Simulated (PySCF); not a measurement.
## Magnetic susceptibility: `InChI=1S/C6H2N2O2/c7-2-4-1-6(9)10-5(4)3-8/h1H2`

Molfile (atoms numbered from 1):
```
C6H2N2O2
     RDKit          3D

 12 12  0  0  0  0  0  0  0  0999 V2000
    1.1409    2.9369    0.3577 N   0  0  0  0  0  0  0  0  0  0  0  0
    0.7212    1.8781    0.2294 C   0  0  0  0  0  0  0  0  0  0  0  0
    0.1696    0.5995    0.0829 C   0  0  0  0  0  0  0  0  0  0  0  0
    0.8188   -0.5449   -0.2457 C   0  0  0  0  0  0  0  0  0  0  0  0
    2.1941   -0.7151   -0.5133 C   0  0  0  0  0  0  0  0  0  0  0  0
    3.3125   -0.8310   -0.7271 N   0  0  0  0  0  0  0  0  0  0  0  0
   -0.0110   -1.6262   -0.3080 O   0  0  0  0  0  0  0  0  0  0  0  0
   -1.2904   -1.2329   -0.0143 C   0  0  0  0  0  0  0  0  0  0  0  0
   -2.2066   -1.9883   -0.0003 O   0  0  0  0  0  0  0  0  0  0  0  0
   -1.2756    0.2622    0.2662 C   0  0  0  0  0  0  0  0  0  0  0  0
   -1.9320    0.7919   -0.4288 H   0  0  0  0  0  0  0  0  0  0  0  0
   -1.6404    0.4693    1.2754 H   0  0  0  0  0  0  0  0  0  0  0  0
  1  2  3  0
  2  3  1  0
  3  4  2  0
  4  5  1  0
  5  6  3  0
  4  7  1  0
  7  8  1  0
  8  9  2  0
  8 10  1  0
 10  3  1  0
 10 11  1  0
 10 12  1  0
M  END
```

Method: GIAO KT3/pcSseg-1 magnetisability, rotational g tensor and spin-rotation constants, non-relativistic, gas phase (PySCF 2.14.0). Geometry: GFN2-xTB.

Question: What are the magnetisability and the molar susceptibility?

Answer: Isotropic -1008 × 10⁻³⁰ J/T², or -60.7 × 10⁻⁶ cm³/mol; principal values -1073, -999, -951 × 10⁻³⁰ J/T², anisotropy 107 × 10⁻³⁰ J/T² (root of half the summed squared differences of the principal values). The susceptibility is in cgs units.

Question: Split it along the inertial axes a, b, c into diamagnetic and paramagnetic parts about the centre of mass, with the quadrupole moment.

Answer: 
```csv
axis,χ (10⁻⁶ cm³/mol),diamagnetic (10⁻⁶ cm³/mol),paramagnetic (10⁻⁶ cm³/mol),summed x² of all electrons (Å²),quadrupole Θ (D Å)
a,-60.0,-657.7,597.8,230.7,-18.27
b,-57.5,-1031.6,974.1,142.6,+2.96
c,-64.6,-1583.8,1519.2,12.4,+15.31
```
Anisotropies 2χaa − χbb − χcc = +2.2 and 2χbb − χaa − χcc = +9.6 × 10⁻⁶ cm³/mol. Θ is traceless in Buckingham's convention.

Question: And the rotational g tensor?

Answer: 
```csv
axis,rotational constant (GHz),g,nuclear part,electronic part
a,1.9903,-0.0372,0.5218,-0.5590
b,1.1777,-0.0303,0.5087,-0.5390
c,0.7433,-0.0192,0.5113,-0.5305
```
Asymmetric top; isotopes 12C, 1H, 14N, 16O; no vibrational averaging.
